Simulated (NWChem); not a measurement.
Species: MnBrCl, sextet; SMILES [Cl][Mn][Br]

```xyz
3

Mn    -0.0140     0.5211     0.0000
Cl    -0.0857     2.7065     0.0000
Br     0.0626    -1.8078     0.0000
```
Atoms are numbered in this order, from 1.

Level: PBE0/def2-SVP, spin-unrestricted (NWChem), optimised geometry, unscaled harmonic frequencies. This build's default masses of Se (78.918 u) and Br (79.917 u) are each other's, which moves their modes by up to 0.6 %. This spin state was assumed; another may lie lower.

Problem. List the harmonic frequencies with IR intensities, and the thermochemistry.

Solution. 
```tsv
frequency (cm⁻¹)	IR intensity (km/mol)
67	20.9
256	3.3
459	125.7
```

```yaml
zero_point_energy: 1.1 kcal/mol
thermal correction to the enthalpy at 298.15 K (with zero-point energy): 4.4 kcal/mol
heat capacity Cv: 11.0 cal/(mol K)
dipole_moment: 0.02 D
```

Rigid rotor and harmonic oscillator; modes under 100 cm⁻¹ make the entropy uncertain.
